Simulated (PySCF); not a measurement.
Structure with atom numbers: `[CH3:1][S:2][SiH2:3][CH:4]([Cl:5])[Cl:6]`. Each H is labelled by its parent atom.

Geometry: PBE0-D3(BJ)/def2-SVP; GIAO absolute shieldings from PySCF 2.14.0 with density-fitted response routines, gas phase, non-relativistic, averaged over equivalent atoms.

At KT3/pcSseg-1 (160 basis functions, 22 s wall time on 1 thread of an Arm Neoverse V1, shared host):
```
  atoms  σ (ppm)
     C4    109.4
     C1    167.0
     S2    686.3
    Si3    379.5
Cl5/Cl6    710.7
  H(C4)    25.68
 H(Si3)    26.68
  H(C1)    29.36
```

Task: What do these become at B97-2/pcSseg-1?

Result: 
```tsv
atoms	σ at B97-2/pcSseg-1	change
C4	113.4	+4.0
C1	169.3	+2.3
S2	702.6	+16.3
Si3	367.8	-11.7
Cl5/Cl6	731.3	+20.6
H(C4)	26.01	+0.33
H(Si3)	26.73	+0.05
H(C1)	29.43	+0.07
```

The largest change is at Cl5/Cl6 (chlorine bonded to C). Cost: 160 basis functions, 17 s wall time on 1 thread of an Arm Neoverse V1, shared host.

Carbons that carry Cl, above all several Cl atoms, come out too deshielded, partly because spin–orbit coupling is missing.
